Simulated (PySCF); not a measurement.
A species of formula C6H15NOSi has this rotational fingerprint, computed with PBE0-D3(BJ)/def2-SVP geometry optimisation, gas phase in PySCF 2.14.0:

* Rotational constants: A = 2211, B = 860.4, C = 759.1 MHz
* Dipole components: |μa| = 1.46 D, |μb| = 1.36 D, |μc| = 0.74 D
* Inertial defect: -150.18 u·Å²
* κ: -0.86

Problem. Which structure is it? (One computed conformer of each.)
A. `[CH3:1][C:2](=[O:3])[NH:4][SiH2:5][C:6]([CH3:7])([CH3:8])[CH3:9]` with C1–C2–N4–Si5 180°, C2–N4–Si5–C6 180°
B. `[CH3:1][CH2:2][O:3][SiH2:4][N:5]1[CH2:6][CH2:7][CH2:8][CH2:9]1` with C1–C2–O3–Si4 -89°, C2–O3–Si4–N5 59°, O3–Si4–N5–C6 -100°, Si4–N5–C6–C7 -164°, N5–C6–C7–C8 -37°, C6–C7–C8–C9 39°, C7–C8–C9–N5 -27°

Solution. B. It is CCO[SiH2]N1CCCC1, an asymmetric top, point group C1. The candidates at the same level (rigid rotor, commonest isotopes):

```tsv
SMILES	A (MHz)	B (MHz)	C (MHz)	μa (D)	μb (D)	μc (D)	Δ (u·Å²)	point group	rotor
CC(=O)N[SiH2]C(C)(C)C	2778	681.0	629.1	1.50	3.56	0.01	-120.65	near Cs	near-prolate asymmetric top
CCO[SiH2]N1CCCC1	2211	860.4	759.1	1.46	1.36	0.74	-150.18	C1	asymmetric top
```

`CC(=O)N[SiH2]C(C)(C)C` has A 26 % too high. No structure here is proved a minimum.
